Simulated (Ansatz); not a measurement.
Geometry optimisation, RKS BLYP-D4/6-31G (Ansatz).

input.yaml

```yaml
crystal:
  periodic: [false, false, false]
  atoms:
    - { symbol: C, position_ang: [-1.0701, 0.6792, -0.1236] }
    - { symbol: C, position_ang: [-0.0099, -0.3301, -0.1687] }
    - { symbol: "N", position_ang: [0.1315, -0.9223, 1.1431] }
    - { symbol: B, position_ang: [1.4419, 0.3516, -0.6451] }
    - { symbol: F, position_ang: [1.9754, 1.3875, 0.1228] }
    - { symbol: H, position_ang: [-1.2471, 1.2018, -1.1398] }
    - { symbol: H, position_ang: [-2.0543, 0.2496, 0.1515] }
    - { symbol: H, position_ang: [-0.8487, 1.5373, 0.5989] }
    - { symbol: H, position_ang: [-0.278, -1.1014, -0.8584] }
    - { symbol: H, position_ang: [0.8633, -1.7003, 1.1074] }
    - { symbol: H, position_ang: [-0.7474, -1.377, 1.4538] }
    - { symbol: H, position_ang: [1.9204, -0.031, -1.6078] }
basis:
  gaussian: { orbitals: "6-31G" }
hamiltonian:
  xc: blyp
  dispersion: d4
relax:
  f_tol: 0.02
  max_steps: 40
output:
  orbitals: {}
```

Command:

```bash
$ ansatz run input.yaml --threads 1 --pin off --max-ram 2048MiB --backend cpu --events-out ev --progress --plain --runs-dir out
```

Q: Where does it end, and by what steps?

A: The run converged. Limits of this set-up: no polarisation functions. After 22 steps the energy has fallen by 0.683 eV; F5 moved furthest, 1.42 Å.

```tsv
step	energy less start (eV)	largest force component (eV/Å)	accepted
0	0.0000	3.468	yes
1	-0.4324	1.461	yes
2	-0.4110	1.572	no
3	-0.5222	0.336	yes
4	-0.5286	0.208	yes
5	-0.5327	0.127	yes
6	-0.5338	0.102	yes
7	-0.5372	0.043	yes
8	-0.5416	0.441	yes
9	-0.5732	0.357	yes
10	-0.5808	0.658	yes
11	-0.6339	0.142	yes
12	-0.6534	0.279	yes
13	-0.6638	0.551	yes
14	-0.6741	0.227	yes
15	-0.6752	0.261	yes
16	-0.6731	0.319	no
17	-0.6800	0.090	yes
18	-0.6823	0.051	yes
19	-0.6828	0.030	yes
20	-0.6830	0.031	yes
21	-0.6830	0.042	yes
22	-0.6831	0.006	yes
```

```xyz
12
Properties=species:S:1:pos:R:3
C -1.163 0.697 -0.264
C 0.014 -0.321 -0.128
N 0.084 -0.858 1.236
B 1.369 0.309 -0.609
F 2.529 0.081 0.114
H -1.240 1.084 -1.295
H -2.120 0.209 -0.008
H -1.019 1.539 0.431
H -0.181 -1.115 -0.910
H 0.999 -1.170 1.555
H -0.682 -1.465 1.525
H 1.489 0.955 -1.613
```

The run took 73 s on 1 thread of Arm Neoverse V2, with other jobs on the host, peak memory 0.17 GiB.
